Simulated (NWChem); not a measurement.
# AlH$_{3}$S; SMILES [AlH2][SH]

```xyz
5

Al     0.0174    -1.1197     0.0000
H      1.4228    -1.8470     0.0000
H     -1.3843    -1.8595     0.0000
S      0.0635     1.0659     0.0000
H     -1.2807     1.2079     0.0000
```
Atoms are numbered in this order, from 1.

All runs use the structure optimised with PBE0/def2-SVP.

Symmetry labels are those of Cs in the frame above (b1 and b2, or b-type labels, depend on it).

List the 4 lowest vertical singlet excitations from Hartree-Fock/6-31+G* (spherical d), CIS (NWChem).


| state | energy (eV) | oscillator strength | symmetry | leading excitation (squared amplitude) |
|---|---|---|---|---|
| S1 | 6.76 | 0.049 | a" | HOMO → LUMO+1 (0.56) |
| S2 | 6.80 | 0.087 | a' | HOMO → LUMO (0.83) |
| S3 | 6.92 | 0.000 | a" | HOMO−1 → LUMO (0.44) |
| S4 | 7.12 | 0.015 | a" | HOMO−2 → LUMO (0.42) |
